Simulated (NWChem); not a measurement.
Molecule: trisilane (Si$_{3}$H$_{8}$); SMILES [SiH3][SiH2][SiH3]

```xyz
11

Si    -1.9300     0.0000     0.4268
Si     0.0000     0.0000    -0.9102
Si     1.9300     0.0000     0.4268
H     -3.1655     0.0000    -0.4152
H     -1.9410    -1.2144     1.2995
H     -1.9410     1.2144     1.2995
H      0.0000     1.2132    -1.7885
H      0.0000    -1.2132    -1.7885
H      1.9410    -1.2144     1.2995
H      1.9410     1.2144     1.2995
H      3.1655     0.0000    -0.4152
```
Atoms are numbered in this order, from 1.

Computed with NWChem. Pople sets run with spherical d functions. The geometry was optimised at PBE0/def2-SVP. Total energies compare along this basis series because the functional is fixed.

| level | basis functions | energy (Ha) | highest occupied level (eV) | orbital gap (eV) | dipole (D) | relative time |
|---|---|---|---|---|---|---|
| PBE0/STO-3G | 35 | -862.8584 | -5.68 | 11.38 | 0.10 | 1 |
| PBE0/3-21G | 55 | -868.2564 | -8.24 | 8.51 | 0.01 | 1 |
| PBE0/6-31G* | 70 | -872.8369 | -7.99 | 8.09 | 0.05 | 3 |
| PBE0/6-31+G* | 82 | -872.8401 | -8.06 | 7.89 | 0.07 | 4 |
| PBE0/6-311G** | 126 | -872.9146 | -8.06 | 7.95 | 0.07 | 5 |
| PBE0/6-311++G** | 146 | -872.9151 | -8.06 | 7.78 | 0.08 | 9 |
| PBE0/def2-TZVPD | 201 | -872.9225 | -8.02 | 7.67 | 0.08 | 20 |

Times are rough ratios from one shared machine.
